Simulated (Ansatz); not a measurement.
Basis sets compared for Cd₇S₇, a nanocrystal cut from zinc blende CdS (bare). The state is a singlet with charge 0. Geometry PBE-D4/def2-SVP. Ansatz on 2 threads of AMD EPYC 7R13 on a shared host and a share (18 GiB) of an NVIDIA H100 80GB HBM3; times are rough, and most runs start from earlier orbitals.

```xyz
14

Cd   -3.624    0.210   -0.111
Cd    2.201    2.861   -0.119
Cd   -1.013    2.286    1.104
Cd    0.932    0.567   -1.960
Cd    1.082   -2.403    0.725
Cd   -2.269   -2.810   -0.375
Cd    3.584   -0.229   -0.351
S    -3.396    2.139    1.245
S    -4.103   -1.717   -1.411
S     0.918    3.743    1.585
S     3.237    1.602   -1.991
S    -0.598   -4.103    0.697
S     3.474   -1.975    1.155
S    -0.423   -0.171   -0.193
```

In the def2 sets Cd takes a core potential; there is no spin–orbit coupling. Single mean-field runs in def2-TZVP are fitted with def2-universal-jkfit.

Binding counts from free atoms (Cd singlet, S triplet) in the same basis, without a counterpoise term.

| level | functions | energy (Eh) | HOMO (eV) | LUMO (eV) | binding per atom (eV) | wall time |
| --- | --- | --- | --- | --- | --- | --- |
| PBE-D4/def2-SVP | 343 | -3959.9071 | -5.25 | -4.71 | 2.09 | 7.5 s |
| PBE0-D4/def2-SVP | 343 | -3960.0656 | -6.27 | -4.18 | 2.06 | 11 s |

(1) Estimate the rows for PBE-D4/def2-TZVP (with forces), PBE0-D4/def2-TZVP.

Answers

(1) 
```tsv
level	functions	energy (Eh)	HOMO (eV)	LUMO (eV)	binding per atom (eV)	wall time
PBE-D4/def2-TZVP (with forces)	539	-3961.1493	-5.31	-4.68	2.06	8.5 s
PBE0-D4/def2-TZVP	539	-3961.2883	-6.32	-4.12	2.04	15 s
```
